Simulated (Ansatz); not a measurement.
Relaxation of CH₉AlOSi₂ (14 atoms, charge 0, multiplicity 1), to a largest force component of 0.02 eV/Å in at most 50 steps.

Theory: UKS PBE0-D4/STO-3G (Ansatz).

```xyz
14
Properties=species:S:1:pos:R:3
O 0.121 1.085 1.701
Si -0.309 0.758 0.055
Al -2.657 1.024 -0.307
C 0.246 -0.996 -0.319
Si 2.019 -1.225 -0.135
H -0.083 2.121 1.766
H 0.710 0.353 2.012
H -3.621 0.163 0.544
H -3.151 2.087 -1.332
H -0.113 -1.252 -1.334
H -0.365 -1.686 0.405
H 2.402 -2.601 -0.403
H 2.354 -0.873 1.250
H 2.691 -0.303 -1.027
```

Q: Where does it end, and by what steps?

A: The forces met the threshold. Limits of this set-up: minimal basis. After 17 steps the energy has fallen by 3.369 eV; H9 moved furthest, 1.36 Å.

```csv
step,energy less start (eV),largest force component (eV/Å),accepted
0,0.0000,5.719,yes
1,-1.6911,3.210,yes
2,-2.7190,2.369,yes
3,-3.0850,1.075,yes
4,-3.2186,0.428,yes
5,-3.2735,0.400,yes
6,-3.3119,0.173,yes
7,-3.3340,0.221,yes
8,-3.3198,0.616,no
9,-3.3482,0.129,yes
10,-3.3576,0.107,yes
11,-3.3629,0.224,yes
12,-3.3219,1.156,no
13,-3.3672,0.092,yes
14,-3.3681,0.047,yes
15,-3.3686,0.039,yes
16,-3.3688,0.026,yes
17,-3.3690,0.008,yes
```

```xyz
14
Properties=species:S:1:pos:R:3
O -0.061 0.787 1.716
Si -0.221 1.178 -0.229
Al -2.524 0.927 -0.185
C 0.160 -0.696 -0.580
Si 1.893 -1.168 -0.069
H 0.203 1.652 2.169
H 0.797 0.244 1.806
H -3.351 1.063 1.076
H -3.361 0.743 -1.430
H 0.076 -0.849 -1.662
H -0.533 -1.413 -0.124
H 2.156 -2.589 -0.034
H 2.106 -0.699 1.297
H 2.903 -0.526 -0.874
```

Whether the end is a true minimum wasn't checked by a vibrational analysis.

Time of the run: 2.1 min on 1 thread of Arm Neoverse V1 (shared host), peak memory 0.19 GiB.
